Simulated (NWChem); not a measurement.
Molecule: SiHOIF2; SMILES O[Si](F)(F)I

```xyz
6

O     -1.5787     1.6794    -0.0128
Si    -0.0286     1.1807    -0.0004
F      0.7506     1.7552     1.2816
F      0.7712     1.7539    -1.2702
I      0.0206    -1.2108     0.0002
H     -1.7551     2.6267    -0.0072
```
Atoms are numbered in this order, from 1.

Results from NWChem. Structure relaxed at the PBE0/def2-SVP level. def2 effective core potentials on I; no spin-orbit coupling. Level SCAN/def2-SVP: energy and gradient on several grids; changes count from the extra-fine grid, which is no exact limit either.

| grid | size of the energy change (μHa) | largest change of a gradient component (μHa/bohr) |
|---|---|---|
| xcoarse | 20000 | 6000 |
| coarse | 10000 | 2000 |
| medium | 7000 | 1000 |
| fine | 2000 | 80 |
| xfine | < 10 | < 30 |
